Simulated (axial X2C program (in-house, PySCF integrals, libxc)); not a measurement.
AsOAs: properties at the nuclei

Calculated with an axial X2C code built on PySCF integrals: two-component X2C with atomic mean-field Coulomb and Gaunt terms, Gaussian nuclei, basis As dyall-v3z, O dyall-av3z with contracted cores.

As–O–As held linear, with bonds 1.768 and 1.768 Å (near the PBE0 minimum at charge 0 of the determinant lowest at the starting distance; the state shown can have its own minimum elsewhere, held linear; other orders of the atoms were not compared).

Determinant lowest in the PBE0 search, Ω = 2 (⟨Sz⟩ = 2.00, ⟨Lz⟩ = 0.00 at PBE0), spin on the atoms As 0.98, O 0.05, As 0.98:

| level | A∥/gI As (MHz) | qzz As (a.u.) | A∥/gI O (MHz) | qzz O (a.u.) |
| --- | --- | --- | --- | --- |
| PBE0 | -253 | 2.81 | -9.95 | 1.64 |
| HF | -183 | 2.68 | 26.1 | 1.70 |
| PBE | -266 | 2.82 | -19.7 | 1.59 |

Determinant 0.58 eV from it at PBE0 and this distance, Ω = 1 (⟨Sz⟩ = 1.00, ⟨Lz⟩ = 0.00 at PBE0), spin on the atoms As 0.50, O 0.00, As 0.50:

```
level  A∥/gI As (MHz)  qzz As (a.u.)  A∥/gI O (MHz)  qzz O (a.u.)
 PBE0            -163           3.30           -139          1.13
   HF            -109           3.13           -191          0.93
  PBE            -164           3.34           -126          1.15
```

A∥ (defined per Ω) follows by multiplying with gI = μI/(I μN); qzz is the electric field gradient, eQq0 = 234.96 MHz × Q/barn × qzz. The operators were transformed with the bare-nucleus X2C matrices; with these basis sets, hyperfine constants and field gradients can be off by tens of per cent, and where levels differ in sign neither size nor sign is settled.

(1) With gI(75As) = 0.9597, Q(75As) = 0.311 barn, Q(17O) = -0.02558 barn (g factors from the IAEA table of nuclear moments by Stone; Q from Pyykkö, Mol. Phys. 2018), turn the PBE0 values of the first state into constants in MHz.

The molecule was held linear; bending was not examined, so a bent shape may lie lower.

Each state is one determinant with collinear spin, which with several unpaired electrons need not be a pure state. Unrestricted Hartree–Fock can overshoot spin polarisation at the nuclei. This is the top spin component of a Σ state; components of lower Ω are not single determinants and can lie lower. With several open shells hyperfine constants can be off by a factor of several. Open-shell Ω = 0 determinants with evenly filled partner blocks cannot be reached by this program, so the Ω shown need not be the lowest component. The search compared states at one distance, so a state with another bond length can lie lower. Where a field gradient or hyperfine factor spreads by more than a factor of two over the levels, a constant derived from it is not to be relied on. PBE0 term energies can be off by some tenths of an eV.

Answers

(1) A∥(75As) = -253 × 0.9597 = -243 MHz; eQq0(75As) = 234.96 × (0.311) × (2.81) = 205 MHz; eQq0(17O) = 234.96 × (-0.02558) × (1.64) = -9.86 MHz.
